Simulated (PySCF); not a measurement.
# `OCC[C@@H](F)Br`, C3H6BrFO

Geometry (Å), atoms numbered from 1 in this order:
```xyz
12

O    -2.0521   -0.0388    0.8336
C    -0.9919    0.3884    0.0116
C     0.2007   -0.5144    0.3288
C     1.4827   -0.2480   -0.4533
F     1.8374   -1.3455   -1.1666
Br    1.3712    1.2302   -1.7485
H    -2.8322    0.4920    0.6445
H    -0.7376    1.4375    0.2208
H    -1.2616    0.2990   -1.0497
H     0.4032   -0.4316    1.3979
H    -0.1037   -1.5448    0.1294
H     2.3319    0.0039    0.1901
```

Method: PySCF 2.14.0, GIAO CAM-B3LYP/pcSseg-1 magnetisability, rotational g tensor and spin-rotation constants, non-relativistic, gas phase. Geometry: GFN2-xTB, dihedral held. The dihedral C2–C3–C4–Br6 is held at 0°.

The calculation is non-relativistic, which matters for the atoms heavier than Zn.

Problem. Give the nuclear spin-rotation constants along the inertial axes (H = +C I·J) beside the isotropic shieldings.

Solution. Rotational constants 3.3176, 1.2893, 0.9746 GHz. A star marks the isotopologue with that one atom substituted, in its own axes.
```tsv
atom	isotope	Caa (kHz)	Cbb (kHz)	Ccc (kHz)	mean (kHz)	σ (ppm)
F5	19F	2.342	0.981	1.382	1.568	303.9
Br6	79Br	6.002	1.245	2.203	3.150	2024.6
H7	1H	-0.353	-0.039	-0.110	-0.167	31.0
H8	1H	-0.327	-0.015	-0.036	-0.126	27.7
H9	1H	-0.305	-0.106	0.033	-0.126	27.2
H10	1H	-0.270	-0.132	0.004	-0.133	29.1
H11	1H	-0.283	-0.051	-0.054	-0.129	29.1
H12	1H	-0.250	-0.111	0.051	-0.103	24.8
O1	17O*	-0.329	-0.050	-0.081	-0.153	306.5
C2	13C*	0.499	0.327	0.244	0.357	117.5
C3	13C*	0.495	0.237	0.210	0.314	141.6
C4	13C*	0.997	0.322	0.298	0.539	72.3
```
For the geometry as given, no vibrational averaging.
